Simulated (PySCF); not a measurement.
PySCF input file for ClGeH₃O, SMILES [OH][GeH2][Cl], PBE0-D3(BJ)/def2-TZVP. Geometry optimised at PBE0-D3(BJ)/def2-TZVP. Other conformers were not sampled.

```python
import numpy as np
from pyscf import gto, scf, dft, df
from pyscf.hessian import thermo

mol = gto.M(
    atom='''
    Ge   -0.05428085   -0.56340731    0.02254110
    O     1.64424780   -0.56657990   -0.45775410
    Cl   -0.74023277    1.47555346    0.14509666
    H    -0.80102860   -1.26795194   -1.10665922
    H    -0.24327872   -1.15986218    1.42345627
    H     2.21126914   -0.09492186    0.15727704
    ''',
    basis='def2-TZVP',
    charge=0,
    spin=0,
    max_memory=1600,
    verbose=3,
)
mf = dft.RKS(mol, xc='pbe0').density_fit(auxbasis='def2-universal-jkfit')
mf.disp = 'd3bj'
mf.grids.level = 3
mf.conv_tol = 1e-11
mf.max_cycle = 100
mf.kernel()

# [left out here: the lines that compute and print the analytic Hessian (its translational invariance restored by hand, since the grid's response is missing), thermochemistry and intensities]
```

It prints:

```
converged SCF energy = -2613.85048367907

WARN: DFTD3 does not support analytical Hessian, using finite difference


WARN: Mole.unit (angstrom) is changed to Bohr

Mode                                 0                   1                   2
Irrep
Freq [cm^-1]                      171.2531            247.3379            423.5526
Reduced mass [au]                   2.0544              1.9121             38.4424
Force const [Dyne/A]                0.0355              0.0689              4.0633
Char temp [K]                     246.3950            355.8641            609.3980
Normal mode                   x     y     z       x     y     z       x     y     z
       0  Ge                 0.03  0.03 -0.00   -0.01 -0.02  0.01   -0.02  0.06  0.00
       1   O                 0.02 -0.12 -0.02   -0.03  0.15 -0.04   -0.01 -0.01  0.01
       2  Cl                -0.07  0.00  0.01    0.04 -0.01 -0.02    0.04 -0.13 -0.01
       3   H                -0.01  0.07 -0.00   -0.02 -0.00  0.00    0.00  0.03  0.01
       4   H                 0.04  0.04  0.00    0.05 -0.05  0.01   -0.01  0.00 -0.02
       5   H                 0.16 -0.62  0.23    0.06 -0.56  0.42    0.00  0.02 -0.03
Mode                                 3                   4                   5
Irrep
Freq [cm^-1]                      534.8706            653.9287            726.6313
Reduced mass [au]                   1.1397              1.0316              8.2562
Force const [Dyne/A]                0.1921              0.2599              2.5684
Char temp [K]                     769.5597            940.8578           1045.4606
Normal mode                   x     y     z       x     y     z       x     y     z
       0  Ge                 0.01 -0.00  0.03    0.00 -0.00 -0.00   -0.05  0.00  0.01
       1   O                -0.01  0.00 -0.04    0.02 -0.01  0.03    0.20 -0.00 -0.06
       2  Cl                -0.01  0.00 -0.02   -0.00 -0.00 -0.01    0.00  0.00 -0.00
       3   H                 0.19  0.47 -0.39   -0.58  0.42  0.12    0.13 -0.08 -0.05
       4   H                -0.36 -0.49 -0.24    0.51 -0.36 -0.08    0.15 -0.08  0.00
       5   H                 0.12 -0.00 -0.17   -0.14  0.09  0.11    0.13  0.02  0.01
Mode                                 6                   7                   8
Irrep
Freq [cm^-1]                      793.1297            858.0019            943.2944
Reduced mass [au]                   1.1091              1.0296              1.1074
Force const [Dyne/A]                0.4111              0.4466              0.5806
Char temp [K]                    1141.1371           1234.4737           1357.1906
Normal mode                   x     y     z       x     y     z       x     y     z
       0  Ge                -0.00  0.01 -0.00   -0.01 -0.01  0.00    0.01  0.01  0.01
       1   O                -0.06 -0.01  0.03   -0.02  0.00  0.01    0.00 -0.04 -0.06
       2  Cl                 0.00  0.01 -0.00    0.00 -0.01 -0.00   -0.00  0.00 -0.00
       3   H                 0.45 -0.38 -0.07    0.28  0.46 -0.45    0.22 -0.04 -0.12
       4   H                 0.55 -0.45 -0.12    0.44  0.48  0.25   -0.03 -0.05 -0.02
       5   H                 0.08 -0.04 -0.09    0.02  0.01 -0.04   -0.74  0.18  0.50
Mode                                 9                  10                  11
Irrep
Freq [cm^-1]                     2171.0841           2217.8322           3892.6975
Reduced mass [au]                   1.0193              1.0221              1.0667
Force const [Dyne/A]                2.8307              2.9621              9.5235
Char temp [K]                    3123.7067           3190.9667           5600.7250
Normal mode                   x     y     z       x     y     z       x     y     z
       0  Ge                 0.00  0.01 -0.01    0.01  0.01  0.01    0.00 -0.00 -0.00
       1   O                 0.00  0.00 -0.00    0.00  0.00  0.00   -0.04 -0.03 -0.04
       2  Cl                -0.00  0.00 -0.00   -0.00  0.00  0.00    0.00 -0.00 -0.00
       3   H                -0.05 -0.04 -0.10   -0.48 -0.45 -0.73    0.00  0.00  0.00
       4   H                -0.12 -0.37  0.90    0.02  0.06 -0.09    0.00  0.00 -0.00
       5   H                 0.00  0.00  0.00    0.01 -0.00  0.00    0.59  0.47  0.61
temperature 298.1500 [K]
pressure 101325.00 [Pa]
Rotational constants [GHz] 12.77021 3.40085 2.80210
Symmetry number 1
Zero-point energy (ZPE) 0.03106 [Eh]   81547.121 [J/mol]
                           tot       elec      trans        rot        vib
Entropy [J/mol/K]       303.681      0.000    169.171    106.201     28.308
Cv [J/mol/K]             65.164      0.000     12.472     12.472     40.220
Cp [J/mol/K]             73.478      0.000     20.786     12.472     40.220
Internal energy [J/mol]                      3718.434   3718.434  86821.926
Internal energy [Eh]   -2613.81458  -2613.85048
Enthalpy [J/mol]                             6197.391   3718.434  86821.926
Enthalpy [Eh]          -2613.81364
Gibbs free energy [J/mol]                  -44240.982 -27945.453  78381.839
Gibbs free energy [Eh] -2613.84812
mode   freq/cm-1   IR/(km/mol)
   1      171.25        24.919
   2      247.34       103.924
   3      423.55        70.350
   4      534.87        35.362
   5      653.93         7.059
   6      726.63       138.222
   7      793.13        60.376
   8      858.00        62.129
   9      943.29       111.531
  10     2171.08        89.919
  11     2217.83        74.677
  12     3892.70        80.318
max |gradient| / (hartree/bohr): 2.7506812901027657e-05
APT charges: [ 1.5638 -0.8064 -0.5534 -0.2221 -0.2561  0.2741]
```

Self-consistency was reached.
